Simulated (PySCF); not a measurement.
Simulated Cl 1s region for `C[Si@](F)(Cl)CCl`, binding energy against the vacuum level.

Every computed line was given a Gaussian of 0.8 eV full width at half maximum and an area set by the number of equivalent atoms; the highest printed point is 100. Computed, not measured: delta-SCF UKS SCAN, pcX-2 on the ionised atom, pcseg-1 elsewhere, spin-free X2C (PySCF 2.14.0).

binding energy (eV), intensity and a bar:
```
   2827.7          0 
   2827.8          0 
   2827.9          1 
   2828.0          2 #
   2828.1          4 #
   2828.2          8 ##
   2828.3         14 ####
   2828.4         24 #######
   2828.5         37 ###########
   2828.6         52 ################
   2828.7         69 #####################
   2828.8         84 #########################
   2828.9         95 ############################
   2829.0        100 ##############################
   2829.1         98 #############################
   2829.2         89 ###########################
   2829.3         75 #######################
   2829.4         59 ##################
   2829.5         43 #############
   2829.6         29 #########
   2829.7         18 #####
   2829.8         10 ###
   2829.9          5 ##
   2830.0          3 #
   2830.1          1 
   2830.2          1 
   2830.3          0
```

Q: Count the maxima, the lines and the sites behind this envelope.

A: The curve has 1 maximum (at 2829.0 eV). Under it lie 2 lines from 2 inequivalent chlorine sites. At this width some lines have no maximum of their own.

Q: Decompose the envelope and assign each component. Numbering: `[CH3:1][Si@:2]([F:3])([Cl:4])[CH2:5][Cl:6]`.

A: 
```
position (eV)  relative area   line  atoms             environment
      2828.89              1  Cl 1s    Cl6          alkyl chlorine
      2829.15              1  Cl 1s    Cl4  silicon-bound chlorine
```

Q: Above which line width would these two lines show one maximum?

A: Two equal Gaussians merge once their distance is under 2σ = FWHM/1.177. With 0.27 eV between them that is a full width over 0.32 eV.

Lowest listed Cl 1s: Cl6, bonded to C. Highest, 0.26 eV above it: Cl4, bonded to Si. Summing the Pauling electronegativity differences to the bonded atoms, each weighted by its formal bond order, gives -0.61 for the lowest site and -1.26 for the highest; the largest sum, -0.61, belongs to Cl6, 0.26 eV below the top. The smallest sum, -1.26, belongs to Cl4, 0.26 eV above the lowest.

The curve has no shake-up lines and no vibrational structure. Isolated species at its GFN2-xTB geometry (one conformer only).

Hardware: an Intel Xeon at 2.50 GHz with one thread, shared host with 64 logical CPUs at a one-minute load of 55. Cost: 4.1 min, 0.61 GiB resident at most.

Conformer computed: `[CH3:1][Si@:2]([F:3])([Cl:4])[CH2:5][Cl:6]`: C1–Si2–C5–Cl6 56°.
